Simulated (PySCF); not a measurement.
## Structure from 2D NMR

Compound of formula C6H6FO3P. Correlations simulated from computed shifts and the bond graph:

HSQC (one-bond C–H):
```
  δH     δC
7.86  135.7
7.76  139.2
7.48  129.4
7.42  121.2
```

COSY cross peaks (H two or three bonds apart, from the bond graph; peaks can be absent where the dihedral angle is near 90°):
```
  δH    δH
7.86  7.48
7.76  7.48
7.76  7.42
```

HMBC (two and three bonds, from the bond graph):
```
  δH                          δC
7.86  172.4, 139.2, 129.4, 128.7
7.76  172.4, 135.7, 129.4, 121.2
7.48  139.2, 135.7, 128.7, 121.2
7.42  172.4, 139.2, 129.4, 128.7
```

Carbons without hydrogens: δ 172.4, 128.7.

Theoretical values (PySCF): GFN2-xTB structure, shieldings: GIAO PBE0/pcSseg-1. One conformer, isolated molecule, non-relativistic, fast rotation and ring inversion assumed for equivalent nuclei.

Referencing at the same level of theory: $^{1}$H and $^{13}$C vs TMS.

Exchangeable hydrogens are left out of these lists.

Task: Which molecule is this?

Result: `OP(=O)(O)c1ccccc1F`.

Numbering as in the mapped SMILES `[O:1]=[P:2]([OH:3])([OH:4])[c:5]1[cH:6][cH:7][cH:8][cH:9][c:10]1[F:11]`; H(Xn) means a hydrogen on atom n.

1. δC 172.4 is C10, an aromatic carbon bearing fluorine.
2. δC 139.2 is C8, an aromatic CH (δH 7.76).
3. δC 135.7 is C6, an aromatic CH (δH 7.86).
4. δC 129.4 is C7, an aromatic CH (δH 7.48).
5. δC 128.7 is C5, a substituted aromatic carbon.
6. δC 121.2 is C9, an aromatic CH (δH 7.42).
7. HMBC from δH 7.86 reaches the proton-free carbons C10, C5.
8. HMBC from δH 7.76 reaches the proton-free carbon C10.
9. HMBC from δH 7.48 reaches the proton-free carbon C5.
10. HMBC from δH 7.42 reaches the proton-free carbons C10, C5.
11. COSY links 7.86–7.48, 7.76–7.48, 7.76–7.42.

The shifts were computed for this structure.

Exchangeable OH/NH protons stand at their gas-phase positions; hydrogen bonding in a real sample shifts them, mostly to higher δ. Shifts are as computed. Against solution values, carbons near 30 ppm lie about +3 ppm off and those near 130 ppm about +5 ppm. Of 1211 compounds with measured shifts, 218 miss one by over three times the rms of a fit or turn the order of signals round; such compounds aren't used in these exercises.
